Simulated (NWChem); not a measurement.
H$_{2}$BO$_{2}$, doublet; SMILES O[B]O

Computed with NWChem. Pople sets run with spherical d functions. Spin-unrestricted. In the optimisation the excess spin sits in a1 (C2v, its own frame). No stability test was run on the SCF state. B3LYP is NWChem's, with the RPA form of VWN correlation. Each level has its own optimisation; frequencies are unscaled. One conformer.

| level | r B–O (Å) | r H–O (Å) | highest harmonic frequency (cm⁻¹) | lowest (cm⁻¹) | zero-point energy (kcal/mol) | dipole (D) |
|---|---|---|---|---|---|---|
| PBE/def2-SVP | 1.353 | 0.985 | 3515 | 396 | 18.4 | 3.31 |
| BLYP/def2-SVP | 1.354 | 0.988 | 3448 | 392 | 18.1 | 3.23 |
| B3LYP/3-21G | 1.373 | 1.001 | 3351 | 392 | 17.8 | 3.86 |
| B3LYP/6-31G* | 1.354 | 0.977 | 3584 | 387 | 18.8 | 3.19 |
